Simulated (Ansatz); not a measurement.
`F[SiH]([SiH3])[CH2][AlH2]` + `CC(=N)O` → `C/C(O)=[N]\[AlH2]` + `C[SiH](F)[SiH3]`  (ligand exchange at the Al–C bond)

Computed with Ansatz on PBE0-D4/def2-TZVP structures; ΔE is electronic, products minus reactants. CCSD(T)/CBS adds triple-zeta CCSD(T) − MP2 to the extrapolated MP2 energy (def2 sets, frozen cores). DFT in def2-TZVPP. One conformer a species, not always the lowest.

Question: Is it downhill or uphill in electronic energy at CCSD(T)/CBS, and by how much? (Estimate.)

Answer: The calculation gave: Downhill: ΔE = -16.9 kcal/mol.

Question: What do these levels give: PBE0-D4, B2PLYP, PBE, PBE0, MP2/def2-TZVPP, SCS-MP2/def2-TZVPP, CCSD/def2-TZVPP, CCSD(T)/def2-TZVPP, HF/def2-QZVPP, SCS-MP2/def2-QZVPP, HF/CBS(def2), MP2/CBS(def2)? (An estimate is asked.)

Answer: Ansatz gave: PBE0-D4 -15.3, B2PLYP -20.4, PBE -16.4, PBE0 -16.2, MP2/def2-TZVPP -18.1, SCS-MP2/def2-TZVPP -19.3, CCSD/def2-TZVPP -18.1, CCSD(T)/def2-TZVPP -17.3, HF/def2-QZVPP -24.2, SCS-MP2/def2-QZVPP -19.1, HF/CBS(def2) -24.2, MP2/CBS(def2) -17.7 kcal/mol.

Largest T1 diagnostic among the species: 0.014.

The D4 term adds +1.8 kcal/mol with B3LYP and +0.9 kcal/mol with PBE0; it sums over pairs of atoms, weighted by their polarisabilities, and B3LYP, whose exchange is more repulsive, gets the larger term. In def2-TZVPP, CCSD(T) changes the Hartree–Fock value by +6.9 kcal/mol (the triples alone add +0.9 kcal/mol) and MP2 by +6.1 kcal/mol.

B3LYP here is the variant with VWN-RPA as its local correlation; programs differ in this.
